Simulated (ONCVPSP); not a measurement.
N: variants of one ONCV potential

Base potential:

```json
{
 "Element": "N",
 "Generator": "ONCVPSP 4.0.1",
 "Type": "optimised norm-conserving Vanderbilt (ONCV)",
 "Functional": "PBE",
 "Relativity": "scalar-relativistic",
 "Frozen core": "[He]",
 "Valence charge": "5",
 "Reference configuration": "2s2 2p3",
 "Partial waves": "2s: rc 1.10 bohr, ncon 4, nbas 7, qcut 7 1/bohr, 2 projectors, debl 3.1 Ha; 2p: rc 2.05 bohr, ncon 4, nbas 8, qcut 6.4 1/bohr, 2 projectors, debl 3.4 Ha; d scattering state at 0.33 Ha: rc 1.75 bohr, ncon 4, nbas 8, qcut 5.3 1/bohr, 2 projectors, debl 3.6 Ha",
 "Local potential": "polynomial inside 0.95 bohr (lpopt 5, dvloc0 6 Ha)",
 "Core correction": "polynomial model core, fcfact 0.4"
}
```

All-electron outer shells of the reference configuration (PBE, scalar-relativistic, ld1.x):

| shell | level (eV) | outermost node (bohr) | outermost maximum (bohr) |
| --- | --- | --- | --- |
| 1s | -384.72 | – | 0.15 |
| 2s | -18.58 | 0.32 | 1.02 |
| 2p | -7.09 | – | 0.98 |

Cutoffs, loose and tight: the cutoffs (Ha) at which the residual kinetic energy of the hardest occupied pseudo-wave falls to 1 and 0.1 mHa per electron. They do not see the model core or the augmentation charge, which bear on the density cutoff. Test errors are all-electron minus pseudo excitation energies from the reference, over the configurations 2s2 2p2; 2s2 2p1; 2s2 2p0; 2s0 2p5. A dash means not determined; rows that change the core or the reference have their own tests.

```csv
change,outcome,"cutoff, loose","cutoff, tight",bound ghosts,GHOST(+) flags above zero,largest test error (meV)
base,generated,24 Ha,83 Ha,none,none,+2065
s: qcut 5.3; p: qcut 4.8; d: qcut 4,generated,74 Ha,98 Ha,none,none,+3184
s: qcut 6.3; p: qcut 5.8; d: qcut 4.8,generated,37 Ha,91 Ha,none,none,+2397
s: qcut 7.6; p: qcut 6.9; d: qcut 5.7,generated,25 Ha,51 Ha,none,none,+1834
s: qcut 8.7; p: qcut 8; d: qcut 6.6,generated,28 Ha,35 Ha,none,none,+1450
s: qcut 10.1; p: qcut 9.3; d: qcut 7.7,generated,31 Ha,39 Ha,none,none,+1184
```

What comes out with this change to the base: s: qcut 4.5; p: qcut 4.1; d: qcut 3.4?

outcome: generated; cutoff, loose: 82 Ha; cutoff, tight: 102 Ha; bound ghosts: none; GHOST(+) flags above zero: none; largest test error (meV): +4000.

What comes out with this change to the base: s: qcut 9.2; p: qcut 8.4; d: qcut 7?

outcome: generated; cutoff, loose: 29 Ha; cutoff, tight: 36 Ha; bound ghosts: none; GHOST(+) flags above zero: none; largest test error (meV): +1333.

What comes out with this change to the base: s: qcut 6.9; p: qcut 6.3; d: qcut 5.2?

outcome: generated; cutoff, loose: 24 Ha; cutoff, tight: 85 Ha; bound ghosts: none; GHOST(+) flags above zero: none; largest test error (meV): +2117.
